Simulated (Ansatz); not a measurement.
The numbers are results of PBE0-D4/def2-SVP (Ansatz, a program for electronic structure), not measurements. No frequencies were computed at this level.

Ansatz 0.2 input:
```yaml
crystal:
  periodic: [false, false, false]
  atoms:
    - { symbol: In, position_ang: [0.064765, -0.021967, -0.021243] }
    - { symbol: F, position_ang: [-0.933452, -1.178368, -1.227311] }
    - { symbol: F, position_ang: [0.329527, 1.844723, -0.504602] }
    - { symbol: F, position_ang: [0.282771, -0.55737, 1.837272] }
    - { symbol: C, position_ang: [4.369193, -1.482725, -1.433586] }
    - { symbol: C, position_ang: [3.085984, -1.047395, -1.012602] }
    - { symbol: N, position_ang: [2.051334, -0.696067, -0.673074] }
    - { symbol: H, position_ang: [4.422459, -1.456603, -2.522373] }
    - { symbol: H, position_ang: [4.539198, -2.501976, -1.085452] }
    - { symbol: H, position_ang: [5.131285, -0.823933, -1.016221] }
basis:
  gaussian: { orbitals: def2-svp }
hamiltonian:
  xc: pbe0
  dispersion: d4
relax:
  max_steps: 150
```

Output:

```
Functional definition: PBE0
1431 factors; integrals over basis functions are off by at most 3.1e-4 eV
mean field evaluation 1: about -16908.3757 eV, gradient 7.3e1 eV
mean field evaluation 2: about -16893.6756 eV, gradient 1.2e2 eV
mean field evaluation 4: about -16917.8195 eV, gradient 4.8e0 eV
mean field evaluation 8: about -16917.9395 eV, gradient 3.4e-1 eV
mean field evaluation 16: about -16917.9398 eV, gradient 1.1e-5 eV
mean field -16917.93977678 eV, -621.7228194052 hartree, gradient 9.1e-6 eV, S^2 0.000000; 0 other end points of the search recorded, 0 dependent functions left out
reference -16917.93982235 eV, -621.7228210799 hartree; 35, 35 occupied and 90, 90 virtual orbitals, 1431 factors
relax step   1: F+E_penalty+E_count = -16918.10334195 eV  Δ(F+E_penalty+E_count) = +0.000e0 eV  max|allowed force component| = 4.895e-1 eV/Å  Δτ_max = 0.0000 Å  (28 SCF iters, accepted)
these checks for a lower state are left out or cut short: starts, cluster_reference, orbital_swaps, neighbouring_geometries, increment
1431 factors; integrals over basis functions are off by at most 3.3e-4 eV
mean field -16918.02567852 eV, -621.7259762358 hartree, gradient 2.6e-5 eV, S^2 0.000000; 0 other end points of the search recorded, 0 dependent functions left out
reference -16918.02572490 eV, -621.7259779403 hartree; 35, 35 occupied and 90, 90 virtual orbitals, 1431 factors
relax step   2: F+E_penalty+E_count = -16918.18429588 eV  Δ(F+E_penalty+E_count) = -8.095e-2 eV  max|allowed force component| = 3.789e-1 eV/Å  Δτ_max = 0.1395 Å  (31 SCF iters, accepted)
these checks for a lower state are left out or cut short: starts, cluster_reference, orbital_swaps, neighbouring_geometries, increment
1431 factors; integrals over basis functions are off by at most 3.3e-4 eV
mean field evaluation 32: about -16918.0294 eV, gradient 2.7e-5 eV
mean field -16918.02942687 eV, -621.7261139852 hartree, gradient 2.7e-5 eV, S^2 0.000000; 0 other end points of the search recorded, 0 dependent functions left out
reference -16918.02947334 eV, -621.7261156928 hartree; 35, 35 occupied and 90, 90 virtual orbitals, 1431 factors
relax step   3: F+E_penalty+E_count = -16918.18781331 eV  Δ(F+E_penalty+E_count) = -3.517e-3 eV  max|allowed force component| = 5.917e-2 eV/Å  Δτ_max = 0.0128 Å  (32 SCF iters, accepted)
these checks for a lower state are left out or cut short: starts, cluster_reference, orbital_swaps, neighbouring_geometries, increment
1431 factors; integrals over basis functions are off by at most 3.3e-4 eV
mean field -16918.02969394 eV, -621.7261237999 hartree, gradient 8.0e-6 eV, S^2 0.000000; 0 other end points of the search recorded, 0 dependent functions left out
reference -16918.02974043 eV, -621.7261255082 hartree; 35, 35 occupied and 90, 90 virtual orbitals, 1431 factors
relax step   4: F+E_penalty+E_count = -16918.18802140 eV  Δ(F+E_penalty+E_count) = -2.081e-4 eV  max|allowed force component| = 9.370e-3 eV/Å  Δτ_max = 0.0049 Å  (27 SCF iters, accepted)
1431 factors; integrals over basis functions are off by at most 3.3e-4 eV
mean field -16918.02969394 eV, -621.7261237999 hartree, gradient 8.0e-6 eV, S^2 0.000000; 1 other end points of the search recorded, 0 dependent functions left out
reference -16918.02974043 eV, -621.7261255082 hartree; 35, 35 occupied and 90, 90 virtual orbitals, 1431 factors
Total energy: -16918.18806789 eV, -621.7319439350 hartree
Atom 0 at     0.015420    -0.005362    -0.005211 Å, force    -0.003348     0.000852     0.000805 eV/Å
Atom 1 at    -1.058964    -1.131646    -1.182941 Å, force     0.000540    -0.000248    -0.000356 eV/Å
Atom 2 at     0.200971     1.883665    -0.460251 Å, force     0.000619     0.000154     0.000029 eV/Å
Atom 3 at     0.153836    -0.512771     1.874494 Å, force     0.000556    -0.000123     0.000136 eV/Å
Atom 4 at     4.447126    -1.509203    -1.459175 Å, force     0.009370    -0.003387    -0.003135 eV/Å
Atom 5 at     3.140437    -1.065849    -1.030479 Å, force     0.000966     0.000217    -0.000159 eV/Å
Atom 6 at     2.099344    -0.712447    -0.688875 Å, force     0.000505    -0.000585    -0.000339 eV/Å
Atom 7 at     4.504047    -1.485457    -2.556941 Å, force    -0.002600     0.000658     0.002824 eV/Å
Atom 8 at     4.622637    -2.536435    -1.108631 Å, force    -0.002733     0.002781     0.000289 eV/Å
Atom 9 at     5.218211    -0.846177    -1.041181 Å, force    -0.003874    -0.000320    -0.000093 eV/Å
Dipole moment:     1.770441    -0.601210    -0.581297 e Å
```

Cost: around 60 core-seconds (rough).
